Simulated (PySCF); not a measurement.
Si(AsH2)(F)2(H) (AsF₂H₃Si), SMILES F[SiH](F)[AsH2]. Atoms are numbered in the order given.

```xyz
7

Si    -1.0062     0.3816     0.0000
F     -1.6667    -0.3145    -1.3007
F     -1.6667    -0.3145     1.3007
As     1.2874    -0.1018     0.0000
H     -1.4123     1.8087     0.0000
H      1.5085     0.9350     1.0983
H      1.5085     0.9350    -1.0983
```

The structure is a stationary point at PBE0-D3(BJ)/def2-SVP. This is a generated structure with no PubChem entry under its InChIKey; it may be hypothetical.

Two levels are set side by side: PBE/pcSseg-1 (PySCF) and PBE0/pcSseg-1 (PySCF). GIAO shifts against AsH3 (⁷⁵As), CFCl3 (¹⁹F), TMS (²⁹Si), TMS (¹H) at the same level; non-relativistic, no solvent, atoms listed together averaged. Differences are taken from unrounded values.

| quantity | PBE0 |
|---|---|
| δ(²⁹Si) of Si1 (ppm) | 22.5 |
| δ(¹⁹F) of F2, F3 (ppm) | -140.9 |
| δ(⁷⁵As) of As4 (ppm) | -12.7 |
| δ(¹H) of H5 (ppm) | 6.33 |
| δ(¹H) of H6, H7 (ppm) | 2.24 |

**Question.** What does PBE give, and how far is it from PBE0? (Estimate from the structure and the level; the computed values follow.)

**Answer.** 
```csv
quantity,PBE,PBE minus PBE0
δ(²⁹Si) of Si1 (ppm),25.3,2.8
"δ(¹⁹F) of F2, F3 (ppm)",-152.5,-11.5
δ(⁷⁵As) of As4 (ppm),2.3,15.1
δ(¹H) of H5 (ppm),6.68,0.35
"δ(¹H) of H6, H7 (ppm)",2.19,-0.05
```

Rough cost on one machine, each run with all the roots and properties that it gave: PBE0 against PBE within a factor of 2.
